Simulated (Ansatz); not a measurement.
Geometry optimisation, RKS PBE-D4/def2-SVP (Ansatz 0.2.0).

The input (input.yaml):

```yaml
crystal:
  periodic: [false, false, false]
  atoms:
    - { symbol: Ta, position_ang: [-0.516202, -0.43678, 0.316793] }
    - { symbol: F, position_ang: [2.528925, 0.229436, 0.185156] }
    - { symbol: F, position_ang: [-0.309945, 0.191759, 2.086023] }
    - { symbol: F, position_ang: [-0.196878, -1.246965, -1.363506] }
    - { symbol: F, position_ang: [-0.17149, 1.268313, -0.38259] }
    - { symbol: F, position_ang: [-2.333357, -0.827565, 0.403275] }
    - { symbol: S, position_ang: [0.837068, -2.308927, 1.231174] }
    - { symbol: H, position_ang: [0.929227, -2.991541, 0.053301] }
    - { symbol: H, position_ang: [2.673853, -0.57293, 0.641674] }
basis:
  gaussian: { orbitals: def2-SVP }
hamiltonian:
  xc: pbe
  dispersion: d4
relax:
  f_tol: 0.03
  max_steps: 50
output:
  orbitals: {}
```

Run as:

```bash
$ ansatz run input.yaml --threads 4 --pin off --max-ram 5120MiB --backend cpu --events-out ev --progress --plain --runs-dir out
```

Where does it end, and by what steps?

The forces met the threshold. After 10 steps the energy has fallen by 0.378 eV; H9 moved furthest, 0.63 Å. Joined: Ta1–F2 (3.12 → 2.28 Å).

```json
{"step": "0", "energy less start (eV)": "0.0000", "largest force component (eV/Å)": "0.531", "accepted": "yes"}
{"step": "1", "energy less start (eV)": "-0.0989", "largest force component (eV/Å)": "0.387", "accepted": "yes"}
{"step": "2", "energy less start (eV)": "-0.2148", "largest force component (eV/Å)": "0.887", "accepted": "yes"}
{"step": "3", "energy less start (eV)": "-0.2940", "largest force component (eV/Å)": "0.668", "accepted": "yes"}
{"step": "4", "energy less start (eV)": "-0.3563", "largest force component (eV/Å)": "0.269", "accepted": "yes"}
{"step": "5", "energy less start (eV)": "-0.3529", "largest force component (eV/Å)": "0.319", "accepted": "no"}
{"step": "6", "energy less start (eV)": "-0.3735", "largest force component (eV/Å)": "0.111", "accepted": "yes"}
{"step": "7", "energy less start (eV)": "-0.3729", "largest force component (eV/Å)": "0.366", "accepted": "no"}
{"step": "8", "energy less start (eV)": "-0.3769", "largest force component (eV/Å)": "0.051", "accepted": "yes"}
{"step": "9", "energy less start (eV)": "-0.3780", "largest force component (eV/Å)": "0.059", "accepted": "yes"}
{"step": "10", "energy less start (eV)": "-0.3783", "largest force component (eV/Å)": "0.011", "accepted": "yes"}
```

```xyz
9
Properties=species:S:1:pos:R:3
Ta -0.282 -0.331 0.297
F 1.961 0.087 0.209
F -0.117 0.239 2.092
F -0.023 -1.204 -1.366
F -0.201 1.397 -0.432
F -2.092 -0.758 0.413
S 1.002 -2.304 1.241
H 1.099 -2.996 0.070
H 2.093 -0.824 0.647
```

Whether the end is a true minimum wasn't checked by a vibrational analysis.

Time of the run: 23 s on 4 threads of Arm Neoverse V1 (shared host), peak memory 0.2 GiB.
